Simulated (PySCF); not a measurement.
In(F)(SeH)2 (FH2InSe2), SMILES [F][In]([SeH])[SeH].

Geometry: PBE-D3(BJ)/def2-SVP. The structure was generated by enumeration; whether it is a known compound was not checked. The def2 effective core potentials stand for the cores of In; spin–orbit coupling is left out. The values are those of a single conformer.

Two levels are set side by side: PBE/def2-TZVP (PySCF) and ωB97X/def2-TZVP (PySCF). Same geometry, gas phase. Differences are taken from unrounded values.

| quantity | PBE |
|---|---|
| orbital gap (eV) | 3.07 |
| highest occupied level (eV) | -6.35 |
| lowest empty level (eV) | -3.28 |
| dipole moment (D) | 2.31 |
| mean polarisability (bohr³) | 98.2 |

**Question.** These are the PBE values. What does ωB97X give? (The exact figures need the calculation; the answer reports its results.)

**Answer.** 
| quantity | ωB97X | PBE minus ωB97X |
|---|---|---|
| orbital gap (eV) | 9.14 | -6.07 |
| highest occupied level (eV) | -9.75 | 3.39 |
| lowest empty level (eV) | -0.61 | -2.67 |
| dipole moment (D) | 2.37 | -0.06 |
| mean polarisability (bohr³) | 92.7 | 5.5 |

PBE's occupied levels lie high since its potential decays too fast outside the molecule; exact exchange lowers them and widens the gap. PBE's more diffuse valence density responds more strongly to a field. Differences between two approximate levels are no errors against the true value.

Rough cost on one machine, each run with all the roots and properties that it gave: ωB97X against PBE within a factor of 2.
